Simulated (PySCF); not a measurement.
Computed IR spectrum (relative IR intensity) of a molecule C5H5F. Coordinates come from a B3LYP-D3(BJ)/def2-SVP optimisation. Other conformers were not sampled. Computed with B3LYP-D3(BJ)/def2-SVP run with PySCF. Harmonic, unscaled wavenumbers; measured fundamentals usually lie a few per cent lower.

Lines under 2 % of the strongest are left out, and lines within 2 cm⁻¹ are merged.

| ν (cm⁻¹) | relative intensity |
|---|---|
| 262 | 2.4 |
| 388 | 7.9 |
| 404 | 3.1 |
| 622 | 19 |
| 685 | 36 |
| 807 | 6.3 |
| 873 | 18 |
| 910 | 7.2 |
| 915 | 13 |
| 958 | 11 |
| 1214 | 7.0 |
| 1250 | 6.7 |
| 1348 | 38 |
| 1377 | 27 |
| 1404 | 34 |
| 1601 | 38 |
| 1698 | 100 |
| 3032 | 2.8 |
| 3070 | 2.4 |
| 3206 | 5.9 |
| 3233 | 6.1 |

Problem. Pick the molecule that these values belong to.
A) C#CC1(F)CC1
B) FC1=CC=CC1
C) C#C[C@H]1C[C@H]1F
D) C=C(F)C#CC

Solution. B, FC1=CC=CC1
